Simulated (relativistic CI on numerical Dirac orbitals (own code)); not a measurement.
# What each ingredient does to the levels of Er VI

Base calculation: Dirac-Coulomb-Breit CI, separate exchange-only KLI orbitals for each configuration, a model potential for QED, valence Slater integrals scaled by 0.85, P86 correlation energy added to each configuration.

CI space (outside the closed core [Kr] 4d10): 4f¹⁰5s²5p⁵, 4f⁹5s²5p⁶, 4f⁸5s²5p⁶5d, 4f¹²5s²5p³, 4f¹¹5s²5p⁴, 4f¹⁰5s5p⁶, 4f⁸5s²5p⁶6s, 4f⁸5s²5p⁶6p, 4f¹²5p⁵, 4f¹¹5s5p⁵, 4f¹²5s5p⁴, 4f¹¹5p⁶, 4f⁹5s5p⁶6s, 4f¹⁰5p⁶6s, 4f¹⁰5p⁶6p, 4f¹¹5p⁵6s. The list is cut by size and lacks configurations that can hold low levels.

Variants: (1) no correlation estimate; (2) Slater integrals left unscaled; (3) one mean potential for all configurations; (4) only the first 3 configurations. Shifts of the energy above 4f⁹5s²5p⁶ ⁶H°15/2, in cm⁻¹, for the lowest level and the first level of each name with at least 55 % of one term (blank where a level changes its place among those of its configuration and J or its character, or is not in the variant):

| Level | Base | Δ(1) | Δ(2) | Δ(3) | Δ(4) |
| --- | --- | --- | --- | --- | --- |
| 4f⁹5s²5p⁶ ⁶H°15/2 | 0.0 | 0.0 | 0.0 | 0.0 | 0.0 |
| 4f⁹5s²5p⁶ ⁶H°13/2 | 5046.9 | -0.1 | -124.3 | -25.2 | -13.8 |
| 4f⁹5s²5p⁶ ⁶H°11/2 | 8150.4 | +0.2 | +63.0 | -18.9 | -1.4 |
| 4f⁹5s²5p⁶ ⁶H°9/2 | 10641.3 | +0.4 | +143.2 | -18.9 | +1.2 |
| 4f⁹5s²5p⁶ ⁶F°11/2 | 10762.7 | +0.5 | +1124.5 | +8.4 | -9.4 |
| 4f⁹5s²5p⁶ ⁶F°9/2 | 12009.1 | +1.0 | +1475.5 | +32.6 | +11.3 |
| 4f⁹5s²5p⁶ ⁶H°7/2 | 12654.9 | +0.4 | +132.9 | -27.4 | +2.3 |
| 4f⁹5s²5p⁶ ⁶H°5/2 | 14113.4 | +0.5 | +160.1 | -29.0 | +6.0 |
| 4f⁹5s²5p⁶ ⁶F°7/2 | 14973.3 | +0.9 | +1313.2 | +12.4 | +0.6 |
| 4f⁹5s²5p⁶ ⁶F°5/2 | 17011.2 | +0.8 | +1297.0 | +1.2 | -4.9 |
| 4f⁹5s²5p⁶ ⁶F°3/2 | 17882.0 | +0.8 | +1500.3 | +9.1 | +2.3 |
| 4f⁹5s²5p⁶ ⁶F°1/2 | 18728.6 | +0.7 | +1438.9 | -0.4 | -4.8 |
| 4f⁹5s²5p⁶ ⁴G°11/2 | 27068.9 | +3.6 | +4052.5 | +135.0 | +169.5 |
| 4f⁹5s²5p⁶ ⁴M°21/2 | 27198.4 | -0.3 | +4243.8 | -5.2 | -125.3 |
| 4f⁹5s²5p⁶ ⁴M°19/2 | 28923.6 | -0.1 | +4494.6 | +5.5 | -105.6 |
| 4f⁹5s²5p⁶ ⁴I°13/2 | 29280.7 | +1.8 | +4152.5 | +65.9 | +49.4 |
| 4f⁹5s²5p⁶ ⁴I°11/2 | 32344.3 | +2.0 | +4260.6 | +65.1 | +43.4 |
| 4f⁹5s²5p⁶ ⁴M°17/2 | 34316.7 | +0.2 | +4325.0 | -11.6 | -109.2 |
| 4f⁹5s²5p⁶ ⁴I°9/2 | 34594.1 | +2.0 | +4345.0 | +60.7 | +40.4 |
| 4f⁹5s²5p⁶ ⁴K°15/2 | 35708.9 | +1.0 | +4933.5 | +30.9 | -54.8 |
| 4f⁹5s²5p⁶ ⁴L°17/2 | 39612.7 | +0.8 | +5228.0 | +15.6 | -56.9 |
| 4f⁹5s²5p⁶ ⁴H°11/2 | 40233.7 | +1.8 | +5820.5 | +73.5 | +0.3 |

At this charge configurations can still be misplaced by up to about 7 % of their energy. Levels and lines within the n = 5 or 6 shells can be off by up to 10 % or somewhat more, and those that change n by about 2 %, since core polarisation is missing. The computed lowest level isn't the tabulated ground level, which NIST ASD gives as 4f10 5p5 °.

Ionisation energy from the two ground configurations alone: base 91.51 eV; no correlation estimate 90.05 eV; Slater integrals left unscaled 91.28 eV. The NIST ASD value (theoretical) is 96 eV. The gap of more than 2 % comes from missing correlation, or from a tabulated value that is itself an estimate.

LS names give the leading component of a level, which can be under half, so a name can repeat, a term be missing and a line seem to break the LS rules.
